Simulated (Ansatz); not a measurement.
Total energies of Ga₁₀As₁₀H₂₈, a nanocrystal cut from zinc blende GaAs (hydrogen-capped) from Ansatz at PBE0-D4/def2-TZVP, gas phase (1 Eh = 27.2114 eV = 2625.5 kJ/mol). The reference geometry is relaxed at r2SCAN-D4/def2-SVP.

Cartesian coordinates in Å:
```
Ga -3.6111 2.8146 1.2250
Ga 0.4575 -1.2259 4.7050
Ga 1.1416 -3.8088 0.6327
Ga -2.9482 1.3198 -2.5998
Ga -0.4116 -2.2310 -2.9913
Ga -0.9716 -0.3894 0.5156
Ga 0.8504 2.8383 1.9200
Ga 3.0001 -0.2486 1.0022
Ga 1.4039 1.4526 -2.0919
Ga 3.5625 -2.0963 -2.5685
As -1.2843 -0.7585 2.9454
As -2.9747 0.8566 -0.2023
As -1.3615 3.8933 1.3720
As -0.6741 -2.5460 -0.5754
As 2.5486 -0.7756 3.4132
As 3.0200 -2.3952 -0.1526
As -2.4243 -0.8729 -3.6311
As -0.7613 2.4391 -2.9213
As 1.5208 -0.7478 -3.1836
As 1.0004 1.0006 0.2659
H -4.5709 3.7326 0.4005
H -3.9250 2.2578 2.6535
H 0.2944 -0.0860 5.7590
H 0.3771 -2.7584 4.9811
H 1.2036 -5.2603 0.0614
H 0.8793 -3.4823 2.1504
H -4.1623 2.0556 -3.2445
H -0.3905 -3.5187 -3.8726
H 0.6091 2.1136 3.2972
H 1.9608 3.9134 1.6930
H 4.2892 0.6357 0.9254
H 2.5571 2.4352 -2.4667
H 3.4117 -3.4616 -3.3186
H 4.7999 -1.1469 -2.6912
H -2.3762 -1.8011 3.0391
H -2.1141 0.4267 3.3821
H -4.1101 -0.1389 -0.0794
H -1.5524 5.0667 2.3072
H -1.1779 4.7123 0.1131
H -2.0028 -3.2526 -0.4009
H 3.4805 -1.9221 3.7323
H 3.2887 0.2860 4.1936
H 4.2548 -3.0570 0.4238
H -3.6720 -1.7143 -3.4881
H -2.4748 -0.7106 -5.1343
H -0.6548 2.7572 -4.3954
H -0.9233 3.8598 -2.4321
H 1.6178 -0.4610 -4.6679
```

```csv
state,geometry,energy (Eh)
charge 0 singlet,reference,-41619.51613
charge 1 doublet,reference,-41619.22547
charge -1 doublet,reference,-41619.53894
free Ga atom (doublet),–,-1924.55212
free As atom (quartet),–,-2235.53903
free H atom (doublet),–,-0.50104
```

Single mean-field runs in def2-TZVP are fitted with def2-universal-jkfit.

(1) Work out the vertical ionisation energy to the doublet.

(2) Work out the vertical electron affinity, to the doublet.

(3) Give the fundamental gap IE − EA, the Mulliken electronegativity (IE + EA)/2 and the hardness (IE − EA)/2.

(4) What is the binding energy per atom against free atoms?

(1) E(charge 1 doublet) − E(charge 0 singlet) = -41619.22547 − (-41619.51613) = 0.29066 Eh = 7.91 eV. For comparison, −ε of the highest occupied level is 6.86 eV at this level, 1.05 eV less.

(2) E(charge 0 singlet) − E(charge -1 doublet) = -41619.51613 − (-41619.53894) = 0.02281 Eh = 0.62 eV. The basis lacks diffuse functions, which makes affinities too small.

(3) From the values in Eh: IE − EA = 0.29066 − 0.02281 = 0.26785 Eh = 7.29 eV; (IE + EA)/2 = 4.26 eV; (IE − EA)/2 = 3.64 eV. The HOMO–LUMO gap of the same run is 5.40 eV, 1.89 eV smaller than the fundamental gap.

(4) Atoms: 10 × (-1924.55212) + 10 × (-2235.53903) + 28 × (-0.50104) = -41614.94062 Eh. Binding: -41614.94062 − (-41619.51613) = 4.57551 Eh = 124.51 eV, or 2.59 eV for each of 48 atoms (no zero-point energy, no counterpoise term).

At PBE0-D4/def2-TZVP the highest occupied level of the charge -1 doublet lies above zero (up to 0.37 eV). By energy differences its removal costs 0.62 eV (vertical, to the charge 0 singlet, at PBE0-D4/def2-TZVP); self-interaction error and the lack of diffuse functions both raise the level.
